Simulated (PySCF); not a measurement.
Gallium isocyanide, CGaN (singlet state).
Atom-mapped SMILES: `[C-:1]#[N+:2][Ga:3]`

Theory: PySCF 2.14.0, density-fitted response routines, TDDFT wB97X-D/def2-SVPD, vertical, gas phase, core orbitals frozen in the response. Geometry: PBE0-D3(BJ)/def2-SVP; no solvent, vibrations or thermal averaging. Relativistic effects, spin–orbit coupling among them, are left out although an element past zinc is present.

Computed states:

| state | E (eV) | f |
| --- | --- | --- |
| S1 | 4.90 | 0.132 |
| S2 | 4.90 | 0.132 |
| S3 | 6.39 | 0.014 |
| S4 | 6.44 | 0.027 |
| S5 | 6.45 | 0.011 |
| S6 | 6.53 | 0.041 |
| S7 | 6.54 | 0.042 |
| S8 | 7.33 | 0.116 |
| S9 | 7.53 | 0.296 |

Broadening: Gaussians 0.3 eV wide at half height, area fixed by f = 4.319×10⁻⁹ ∫ε dν̃. The width is an assumption, not a result. The curve ends short of the highest state used, and states not computed would add to its high-energy end.

Task: Give the broadened spectrum and its maxima.

Result: 
E (eV), ε (L mol⁻¹ cm⁻¹) and a bar:
```
     4.45         43 
     4.51        205 
     4.57        783 #
     4.62       2021 ###
     4.68       5147 #######
     4.74      10498 #############
     4.80      17155 ######################
     4.86      22456 ############################
     4.91      23725 ##############################
     4.97      20681 ##########################
     5.03      14442 ##################
     5.09       8079 ##########
     5.14       4203 #####
     5.20       1566 ##
     5.26        467 #
     5.32        112 
     5.37         29 
     5.43          5 
     5.49          1 
     5.55          0 
     5.61          0 
     5.66          0 
     5.72          0 
     5.78          0 
     5.84          0 
     5.89          1 
     5.95          6 
     6.01         28 
     6.07        115 
     6.12        320 
     6.18        919 #
     6.24       2184 ###
     6.30       4314 #####
     6.35       6623 ########
     6.41       9391 ############
     6.47      11106 ##############
     6.53      10916 ##############
     6.59       8871 ###########
     6.64       6426 ########
     6.70       3631 #####
     6.76       1670 ##
     6.82        626 #
     6.87        248 
     6.93        132
```

Maxima: 253 nm (4.90 eV), ε about 24000, made up of S1 (50%) and S2 (50%); 191 nm (6.49 eV), ε about 11000, made up of S4 (20%), S6 (32%) and S7 (32%) (ε in L mol⁻¹ cm⁻¹; maxima over ε = 5, shares over 10%). At its high-energy end, 6.93 eV, the curve is still rising (ε about 130, from S6, S7 and S8).

Task: Coming from long wavelengths, where does ε first pass 100 L mol⁻¹ cm⁻¹?

Result: At about 277 nm (4.48 eV), 0.42 eV below S1.

Task: What would ε be at 4.90 eV, the highest of these maxima, with half the width (0.15 eV)?

Result: About 47500 L mol⁻¹ cm⁻¹ against 23800, a factor of about 2.00; a lone state at its own centre would give exactly 2.

Task: On this curve, what absorbance would a 10⁻⁴ mol/L sample give at 193 nm over a 1 cm path?

Result: 193 nm is 6.424 eV, where ε is about 9900 L mol⁻¹ cm⁻¹, so A = ε c l ≈ 0.99 (Beer–Lambert, with the gas-phase spectrum and the assumed width).

The vertical ionisation energy (ΔSCF) is 10.32 eV, 2.79 eV above S9.
